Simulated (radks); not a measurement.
Results of a calculation; reference values are marked as such.
The lanthanum ion La12+ is in [Kr] 4d9. Code: a radial shooting solver on a logarithmic mesh with Libxc functionals. Model: scalar-relativistic Kohn-Sham, LDA (Slater exchange, Perdew-Wang correlation), spin-polarised, spherical densities, finite nucleus; Fermi nuclear charge, rms radius of each element as measured or else 0.836 A^(1/3) + 0.57 fm. Open shells are filled with parallel spins first. One electron is removed from 4p, 4d, 4s, 3d in turn, with full relaxation. Which removal costs least, and what does each cost?

Answer. 4d 305.92 eV; 4p 404.69 eV; 4s 472.56 eV; 3d 1054.7 eV. The 4d electron leaves first.
